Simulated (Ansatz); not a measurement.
Species: 2,2-difluoropropan-1-ol, C3H6F2O, charge 0, multiplicity 1. SMILES: OCC(C)(F)F
Coordinates optimised at B3LYP-D3(BJ)/def2-TZVP (Ansatz, an electronic-structure program):
```xyz
12

C      1.3689    -0.7877    -0.2058
C      0.3137     0.2674    -0.0122
F      0.6652     1.4108    -0.7019
F      0.2694     0.6271     1.3138
C     -1.0886    -0.0978    -0.4704
O     -1.4516    -1.3284     0.1298
H      1.0923    -1.6840     0.3452
H      2.3218    -0.4086     0.1609
H      1.4597    -1.0320    -1.2636
H     -1.7516     0.7199    -0.1735
H     -1.0794    -0.1680    -1.5636
H     -2.4058    -1.4333     0.0783
```

Parts of the frozen-core correlation energy in cc-pVDZ (Ansatz, hartree). Frozen orbitals: 6; correlated occupied orbitals by spin: 19 and 19; virtual: 89 and 89. No spin-orbit coupling. No relativistic terms.

```json
[
 {"term": "reference (HF)", "value": "-390.86117"},
 {"term": "MP2 opposite-spin", "value": "-0.72432"},
 {"term": "MP2 same-spin", "value": "-0.25083"},
 {"term": "CCSD correlation", "value": "-1.02016"},
 {"term": "(T)", "value": "-0.02414"},
 {"term": "T1 diagnostic", "value": "0.010"},
 {"term": "largest doubles amplitude", "value": "0.022"}
]
```
